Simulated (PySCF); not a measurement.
# Correlation energy of Pr⁴³⁺ (praseodymium, charge +43)

[Ne] 3s2 3p4, high-spin 3P determinant. Calculation: PySCF 2.14, in an even-tempered Gaussian basis (18 s from 8 bohr⁻², ratio 2.5; 12 p from 10 bohr⁻², ratio 2.5; 4 d from 46 bohr⁻², ratio 2.7; 4 f from 68 bohr⁻², ratio 2.7); the spin-free X2C one-electron Hamiltonian (Gaussian nucleus). Frozen: 1s2; 14 electrons correlated; the 21 highest virtual orbitals of each spin left out.

```
  level  correlation energy (mhartree)
   CCSD                        -591.29
    (T)                          -0.94
CCSD(T)                        -592.23
```

Diagnostics: T1 = 0.00050, D1 = 0.0023, largest double amplitude 0.018.

Spin-orbit coupling is strong in this species (close to jj coupling), so the high-spin LS determinant is a model state, not a physical level.

Cost of the coupled-cluster step: roughly 23 core-seconds, for 14 correlated electrons.

At this charge the one-electron X2C treatment keeps the bare 1/r₁₂, with no two-electron picture change or Breit term. The effect here is smaller than on the frozen 1s shell; and a scalar Hamiltonian misses the large spin-orbit splitting of the p shells, which matters for ns² → np² pairs.

Spin-orbit coupling is strong in this species, so the high-spin LS determinant is a model state.
